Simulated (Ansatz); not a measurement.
Total energies of BH4OSbTe.

```xyz
8

B     0.9206    0.3929    0.6746
Sb   -0.0816    0.3798   -1.3126
O     0.0692   -1.5590   -1.6314
Te   -1.3377    0.0959    1.2250
H     1.2842    1.4579    1.0754
H     1.4637   -0.6261    0.9820
H    -0.5664   -1.8441   -2.2936
H    -1.7520    1.7027    1.2805
```

Charge 0, multiplicity 1. Correlated methods include outer-core shells of Sb, Te, which these sets cover unevenly. Sb, Te takes the def2 core potential. The bonds changed during the relaxation, so this is another structure than the one it started from. The structure was optimised at the PBE0-D4/def2-TZVP level. It is one conformer, not always the lowest. Basis def2-TZVPP, Ansatz.

RPA on PBE orbitals: Hartree–Fock energy of these orbitals -608.12902 Eh, correlation -1.66812 Eh (frozen core).

```
             functional  energy without D4 (Eh)  D4 term (kJ/mol)
            LDA (SPW92)              -609.23573                 –
                    PBE              -610.69527             -24.2
                 revPBE              -610.89031             -58.7
                   BLYP              -610.69450             -51.5
                 r2SCAN              -610.97299              -5.1
                 B97M-V              -610.80214                 –
                   PBE0              -610.72630             -20.5
                  B3LYP              -611.00203             -40.0
                r2SCANh              -610.94212              -5.7
                r2SCAN0              -610.89715              -6.4
HSE06 (plane-wave form)              -610.71757             -19.6
                  BHLYP              -610.64039             -37.8
              CAM-B3LYP              -610.76061             -21.5
                LC-ωPBE              -610.82077                 –
                ωB97X-V              -610.75571                 –
                ωB97M-V              -610.71323                 –
                 B2PLYP              -610.36255                 –
               PBE-QIDH              -610.34789                 –
```

B3LYP takes the VWN-RPA correlation (the form of Gaussian; ORCA's B3LYP/G). HSE06 is the plane-wave form, built on full-range PBE exchange. The double hybrids freeze the cores in their second-order part.

LC-ωPBE has ω = 0.4 bohr⁻¹.
